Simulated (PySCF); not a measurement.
A GIAO shielding run with PySCF 2.14.0 with density-fitted response routines (density fitting, non-relativistic, gas phase) on SMILES CC(=C=O)[SiH](Cl)Cl, C$_{3}$H$_{4}$Cl$_{2}$OSi:

```
$ OMP_NUM_THREADS=1 python probes_run.py task.json out

{"job": {"kind": "nmr", "xc": "PBE0", "basis": "def2-TZVP", "pop": true}, "charge": 0, "multiplicity": 1}
C      0.075297    -1.382877     0.610072
C      0.416044    -0.149025    -0.198852
C      1.505458    -0.016853    -0.929298
O      2.450130     0.142509    -1.583218
Si    -0.696076     1.314165    -0.202069
Cl    -0.871474     2.043634     1.719215
Cl    -2.577937     0.725545    -0.800669
H     -0.017257    -1.127385     1.676788
H      0.843654    -2.161061     0.509452
H     -0.885979    -1.803506     0.277465
H     -0.204051     2.388808    -1.094522
```

Hardware: 1 thread of an Arm Neoverse V1, shared host. The job also computes population analyses, field gradients.

(1) How large is the calculation?

(2) How long does it take, and how much memory does it need?

(3) And these other runs on the same molecule and hardware: GIAO shielding at B3LYP/pcSseg-1; GIAO shielding at B97-D/pcSseg-1; GIAO shielding at BLYP/pcSseg-1; GIAO shielding at BP86/pcSseg-1; GIAO shielding at HF/pcSseg-1; GIAO shielding at KT2/pcSseg-1?

Answers

(1) 78 electrons, 259 basis functions and 872 auxiliary functions.

(2) 47 s of wall time, with 14 SCF cycles and 5 response iterations; peak memory 1.1 GiB. Times on a shared host scatter by some tens of per cent.

(3) B3LYP/pcSseg-1: 160 functions, 18 s; B97-D/pcSseg-1: 160 functions, 25 s; BLYP/pcSseg-1: 160 functions, 24 s; BP86/pcSseg-1: 160 functions, 24 s; HF/pcSseg-1: 160 functions, 10 s; KT2/pcSseg-1: 160 functions, 25 s.
